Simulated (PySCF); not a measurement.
## 5-bromo-2-chlorobenzotrifluoride (SMILES FC(F)(F)c1cc(Br)ccc1Cl)

Molfile (atoms numbered from 1):
```
C7H3BrClF3
     RDKit          3D

 15 15  0  0  0  0  0  0  0  0999 V2000
   -2.8971   -0.1752   -0.6709 F   0  0  0  0  0  0  0  0  0  0  0  0
   -2.1168   -0.4204    0.3922 C   0  0  0  0  0  0  0  0  0  0  0  0
   -2.3175   -1.7047    0.7158 F   0  0  0  0  0  0  0  0  0  0  0  0
   -2.6083    0.3034    1.4087 F   0  0  0  0  0  0  0  0  0  0  0  0
   -0.6640   -0.1199    0.1207 C   0  0  0  0  0  0  0  0  0  0  0  0
    0.2742   -1.1377    0.2189 C   0  0  0  0  0  0  0  0  0  0  0  0
    1.6066   -0.8601   -0.0332 C   0  0  0  0  0  0  0  0  0  0  0  0
    2.8822   -2.2522    0.1022 Br  0  0  0  0  0  0  0  0  0  0  0  0
    2.0168    0.4182   -0.3816 C   0  0  0  0  0  0  0  0  0  0  0  0
    1.0811    1.4293   -0.4775 C   0  0  0  0  0  0  0  0  0  0  0  0
   -0.2619    1.1707   -0.2286 C   0  0  0  0  0  0  0  0  0  0  0  0
   -1.4074    2.4451   -0.3557 Cl  0  0  0  0  0  0  0  0  0  0  0  0
   -0.0365   -2.1351    0.4899 H   0  0  0  0  0  0  0  0  0  0  0  0
    3.0590    0.6191   -0.5757 H   0  0  0  0  0  0  0  0  0  0  0  0
    1.3855    2.4276   -0.7470 H   0  0  0  0  0  0  0  0  0  0  0  0
  1  2  1  0
  2  3  1  0
  2  4  1  0
  2  5  1  0
  5  6  1  0
  6  7  2  0
  7  8  1  0
  7  9  1  0
  9 10  2  0
 10 11  1  0
 11 12  1  0
 11  5  2  0
  6 13  1  0
  9 14  1  0
 10 15  1  0
M  END
```

The calculation used GIAO KT3/pcSseg-1 magnetisability, rotational g tensor and spin-rotation constants, non-relativistic, gas phase (PySCF 2.14.0). Geometry: GFN2-xTB.

The calculation is non-relativistic, which matters for the atoms heavier than Zn.

(1) Give the nuclear spin-rotation constants along the inertial axes (H = +C I·J) beside the isotropic shieldings.

Answers

(1) Rotational constants 1.0956, 0.3127, 0.2540 GHz. A star marks the isotopologue with that one atom substituted, in its own axes.
| atom | isotope | Caa (kHz) | Cbb (kHz) | Ccc (kHz) | mean (kHz) | σ (ppm) |
| --- | --- | --- | --- | --- | --- | --- |
| F1 | 19F | 1.428 | 0.508 | 0.289 | 0.742 | 235.9 |
| F3 | 19F | 1.751 | 0.287 | 0.316 | 0.785 | 253.6 |
| F4 | 19F | 1.424 | 0.508 | 0.289 | 0.740 | 236.2 |
| Br8 | 79Br | 0.685 | 0.733 | 0.641 | 0.686 | 1928.4 |
| Cl12 | 35Cl | 0.183 | 0.109 | 0.072 | 0.121 | 699.3 |
| H13 | 1H | -0.092 | 0.031 | -0.027 | -0.029 | 24.0 |
| H14 | 1H | 0.013 | -0.001 | -0.026 | -0.005 | 24.3 |
| H15 | 1H | -0.102 | 0.032 | -0.027 | -0.033 | 24.5 |
| C2 | 13C* | 0.342 | 0.097 | 0.077 | 0.172 | 55.5 |
| C5 | 13C* | 0.439 | 0.120 | 0.038 | 0.199 | 58.7 |
| C6 | 13C* | 0.384 | 0.136 | 0.036 | 0.185 | 59.7 |
| C7 | 13C* | 0.494 | 0.102 | 0.045 | 0.214 | 53.0 |
| C9 | 13C* | 0.446 | 0.121 | 0.038 | 0.202 | 55.3 |
| C10 | 13C* | 0.374 | 0.138 | 0.037 | 0.183 | 58.6 |
| C11 | 13C* | 0.485 | 0.109 | 0.043 | 0.212 | 51.4 |

For the geometry as given, no vibrational averaging.
